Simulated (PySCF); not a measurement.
**Predicted spectroscopic data**

Non-relativistic, one averaged value for each set of equivalent atoms, no solvent model, one computed conformer. NMR shieldings at PBE0/pcSseg-1/GIAO; geometry: GFN2-xTB; PySCF 2.14.

Scale: ¹H (σref 31.72), ¹³C (σref 186.93) vs TMS (reference shieldings calculated alike). Where no couplings were computed, multiplicities follow the n + 1 count of equivalent neighbours, and m marks all less simple cases (inequivalent or close neighbours, rings, F or P nearby). Shifts are as computed. Against solution values, carbons near 30 ppm lie about +3 ppm off and those near 130 ppm about +5 ppm (rms about the fit 2.1 ppm; single classes can miss by 10 ppm). Of 1328 compounds with measured shifts, 309 miss one by over three times the rms of a fit or turn the order of signals round; such compounds aren't used in these exercises. Signals without a measured value on file couldn't be tested in this way; 1H shifts scatter by 0.2 ppm about their fit, and single ones miss by 0.5 ppm. OH and NH positions are gas-phase values without hydrogen bonding to other molecules.

**1.** SMILES C=C[C@@H]1N[C@@H]1C, C5H9N. ¹H NMR (600 MHz, computed): δ 6.53 (m, 1H), 5.46 (m, 1H), 4.69 (m, 1H), 2.50 (m, 1H), 2.07 (m, 1H), 1.02 (d, 3H), -0.07 (br s, 1H). ¹³C{¹H} NMR (computed): δ 144.0, 117.3, 38.2, 35.9, 15.0.

**2.** SMILES c1cn2ccccc2c1, C8H7N. ¹H NMR (600 MHz, computed): δ 8.08 (d, 1H), 7.68 (d, 1H), 7.35 (m, 1H), 7.13 (m, 1H), 6.89 (m, 1H), 6.78 (m, 1H), 6.78 (m, 1H). ¹³C{¹H} NMR (computed): δ 137.4 (C), 128.0 (CH), 125.8 (CH), 121.2 (CH), 121.1 (CH), 116.8 (CH), 113.4 (CH), 105.1 (CH).

**3.** `InChI=1S/C5H9N/c1-4-6-5(2)3/h4H,1H2,2-3H3`. ¹H NMR (600 MHz, computed): δ 7.21 (m, 1H), 4.34 (m, 1H), 4.06 (m, 1H), 2.06 (s, 3H), 1.98 (s, 3H). ¹³C{¹H} NMR (computed): δ 167.1, 150.4, 97.5, 31.4, 19.3.
